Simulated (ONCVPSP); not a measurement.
Configuration tests for Au (Z = 79) (ONCV)

gold (Au), optimised norm-conserving Vanderbilt (ONCV), made with ONCVPSP 4.0.1 (LDA (Perdew-Zunger), scalar-relativistic). Core [Kr] 4d10 4f14, reference 5s2 5p6 5d10 6s0.75 6p0.25. Waves: 5s+6s: rc 1.50 bohr, ncon 3, nbas 6, qcut 9.9 1/bohr, 2 projectors; 5p+6p: rc 2.00 bohr, ncon 4, nbas 7, qcut 7.6 1/bohr, 3 projectors, debl 3.6 Ha; 5d: rc 1.90 bohr, ncon 4, nbas 8, qcut 10.8 1/bohr, 3 projectors, debl 3.3 Ha; f scattering state at 0.15 Ha: rc 1.55 bohr, ncon 4, nbas 7, qcut 6.3 1/bohr, 1 projector. Local part: polynomial inside 1.40 bohr (lpopt 3, dvloc0 0 Ha). Core correction: none.

Energies are relative to the spin-unpolarised reference configuration 5s2 5p6 5d10 6s0.75 6p0.25; without spin polarisation the order of configurations can differ from experiment. Not all tests gave a result: 1 of 4 tests not solved or not reliable.

```
valence configuration  charge  ΔE all-electron (eV)  error AE − PS (meV)
 5s2 5p6 5d10 6s1 6p0       0                -1.307                 +0.4
 5s2 5p6 5d10 6s0 6p0      +1                 8.467                 -3.0
 5s2 5p5 5d10 6s1 6p0      +1                65.094                 -191
```

Levels in the configuration 5s2 5p5 5d10 6s1 6p0:

| level | all-electron (eV) | pseudo (eV) |
| --- | --- | --- |
| 5s | -122.451 | -122.727 |
| 5p | -73.266 | -73.502 |
| 5d | -18.820 | -18.824 |
| 6s | -14.908 | -14.915 |
